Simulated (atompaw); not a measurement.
## Which change was made? (Be, PAW (atompaw))

atompaw 4.2.0.5 input, output lines left out:

```
Be 4
LDA-PW loggrid 1500 logderivrange -3 5 201
2 2 0 0 0 0
2 0 1.5
2 1 0
0 0 0
c
v
v
1
3.00 2.60 2.05 2.05
y
0.5
n
y
0.15
n
custom rrkj gramschmidtortho sinc
2 0.5 troulliermartins
2.25
2.25
3.00
3.00
```

Cutoffs, loose and tight: the cutoffs (Ry, on a coarse ladder) from which the occupation-weighted sum of valence levels, in a spherical-Bessel basis at the reference potential, stays within 10 and 1 mRy of its value at 400 Ry. They see the waves, projectors and local potential, not the compensation charge or the core.

The base gives: outcome: generated; cutoff, loose: 6 Ry; cutoff, tight: 6 Ry; bound ghosts: none.

Problem. After one change the result is: outcome: failed: atompaw: The overlap operator has at least one negative eigenvalue!. Which change was it?
A. all radii scaled by about 1.20 (s 2.70, p 3.60 bohr); local potential troulliermartins scheme with l = 2 at 0.5 Ry, radius 2.46 bohr; augmentation sinc compensation charge, radius 3.12 bohr; PAW radius 3.60 bohr; waves and projectors: custom rrkj gramschmidtortho; core correction smooth core density matched at 2.46 bohr
B. core none, valence charge 4; reference 1s2 2s2 2p0; waves now 1s (bound): rc 0.55 bohr; 2s (bound): rc 0.95 bohr; 2p (bound): rc 3.00 bohr; 2p channel at 2.3 Ry: rc 3.00 bohr; local potential troulliermartins scheme with l = 2 at 0.5 Ry, radius 2.10 bohr; core correction none; augmentation sinc compensation charge, radius 2.65 bohr; PAW radius 3.00 bohr; waves and projectors: custom rrkj gramschmidtortho
C. augmentation gaussian compensation charge, radius 2.60 bohr; PAW radius 3.00 bohr; waves and projectors: custom rrkj gramschmidtortho

Solution. A. The others give: augmentation gaussian compensation charge, radius 2.60 bohr; PAW radius 3.00 bohr; waves and projectors: custom rrkj gramschmidtortho → outcome: generated, no UPF (negative core plus compensation charge); cutoff, loose: 6 Ry; cutoff, tight: 6 Ry; bound ghosts: none | core none, valence charge 4; reference 1s2 2s2 2p0; waves now 1s (bound): rc 0.55 bohr; 2s (bound): rc 0.95 bohr; 2p (bound): rc 3.00 bohr; 2p channel at 2.3 Ry: rc 3.00 bohr; local potential troulliermartins scheme with l = 2 at 0.5 Ry, radius 2.10 bohr; core correction none; augmentation sinc compensation charge, radius 2.65 bohr; PAW radius 3.00 bohr; waves and projectors: custom rrkj gramschmidtortho → outcome: generated; cutoff, loose: 160 Ry; cutoff, tight: 260 Ry; bound ghosts: none.
